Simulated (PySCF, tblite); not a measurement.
C5H11N2Si (doublet state).
SMILES: `CC[SiH2]N1C=C[N]C1`

Jobs on this species (19 atoms, 69 electrons) with PySCF (density fitting) and tblite. Hardware of each: Arm Neoverse V2, one thread, no GPU, on a shared host. Other jobs ran on the host; a repeat could differ by tens of per cent or more.

```json
{"level and settings": "GFN2-xTB", "work": "Hessian by finite differences", "basis functions": "–", "SCF cycles": "–", "wall time": "0.59 s"}
{"level and settings": "GFN2-xTB", "work": "L-BFGS relaxation", "basis functions": "–", "SCF cycles": "–", "wall time": "0.5 s"}
{"level and settings": "UKS B3LYP, pcH-1 on C H N Si, non-relativistic, mean-field spin-orbit, GIAO", "work": "unrestricted SCF, g, hyperfine, density and orbital grids written", "basis functions": "320", "SCF cycles": "?", "wall time": "?"}
```

Question: Fill in the missing figures.

Answer: 
- UKS B3LYP, pcH-1 on C H N Si, non-relativistic, mean-field spin-orbit, GIAO; unrestricted SCF, g, hyperfine, density and orbital grids written: 1.8 min, 15 SCF cycles

Question: What do all jobs in the table cost together?

Answer: About 1.8 min; the longest takes about 99 % of that, and about 220 times as long as the shortest.
